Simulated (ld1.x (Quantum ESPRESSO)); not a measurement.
# Before and after: TM potential for Sr

```
Element                 : strontium (Sr)
Generator               : ld1.x (Quantum ESPRESSO) 7.5
Type                    : norm-conserving Troullier–Martins (Kleinman–Bylander form)
Functional              : LDA (PZ)
Relativity              : scalar-relativistic
Frozen core             : [Kr]
Valence charge          : 2
Reference configuration : 4d0 5s1 5p0 (charge +1)
Partial waves           : 5p (bound, empty): rc 3.80 bohr; 4d (bound, empty): rc 2.85 bohr; 4f channel at 0.05 Ry: rc 3.00 bohr; 5s (bound): rc 2.75 bohr
Local potential         : the s channel
Core correction         : none
```

Change: core correction a·sin(br)/r model core inside 2.86 bohr.

Cutoffs: the cutoffs (Ry, on a coarse ladder) from which the occupation-weighted sum of valence levels, in a spherical-Bessel basis at the reference potential, stays within 10 and 1 mRy of its value at 400 Ry; they do not see the model core or the augmentation charge, which bear on the density cutoff. Errors are all-electron minus pseudo energies relative to the spin-unpolarised reference configuration.

Q: What does the change do?

A: The potential gets neither clearly harder nor softer (8 Ry and 18 Ry → 8 Ry and 18 Ry); of the 9 tests that both files solve, the error grows in 0 and shrinks in 9 by more than 15 % and 0.3 meV (median size 45.7 → 3.2 meV); neither file shows a bound ghost. Exchange and correlation are not linear in the density, so unscreening with the valence charge alone errs where core and valence overlap; a model core restores that term. A model core, the more so a compact one, raises the density cutoff, which this test does not measure.

| quantity | base | changed |
| --- | --- | --- |
| cutoff, loose | 8 Ry | 8 Ry |
| cutoff, tight | 18 Ry | 18 Ry |
| bound ghosts | none | none |
| error for 4d0 5s2 5p0, meV [ΔE -6.06 eV] | +46 | +1.2 |
| error for 4d0 5s1.5 5p0, meV [ΔE -3.65 eV] | +17 | 0.0 |
| error for 4d0 5s1 5p1, meV [ΔE -3.67 eV] | +10 | +2.9 |
| error for 4d1 5s1 5p0, meV [ΔE -3.72 eV] | +278 | -10 |
| error for 4d0 5s0 5p1, meV [ΔE 3.04 eV] | +49 | -12 |
| error for 4d0 5s0 5p2, meV [ΔE -1.14 eV] | +25 | -8.4 |
| error for 4d1 5s0 5p0, meV [ΔE 1.80 eV] | +395 | +4.1 |
| error for 4d0 5s1 5p0 (spin-polarised), meV [ΔE -0.18 eV] | +84 | +3.2 |
| error for 4d0 5s1.5 5p0 (spin-polarised), meV [ΔE -3.68 eV] | +27 | +0.9 |
| s: phases at 4.08 bohr within 0.05 rad from the reference energy up to (Ry; the scan ends near 5) | 0.3 | 0.3 |
| p: phases at 4.08 bohr within 0.05 rad from the reference energy up to (Ry; the scan ends near 5) | 1.2 | 1.2 |
| d: phases at 4.08 bohr within 0.05 rad from the reference energy up to (Ry; the scan ends near 5) | 0.2 | 0.2 |
| f: phases at 4.08 bohr within 0.05 rad from the reference energy up to (Ry; the scan ends near 5) | 1.7 | 1.7 |

Base: The cutoffs count occupied waves only; the empty 4d level needs 15 Ry at the loose tolerance. Changed file: The cutoffs count occupied waves only; the empty 4d level needs 15 Ry at the loose tolerance.
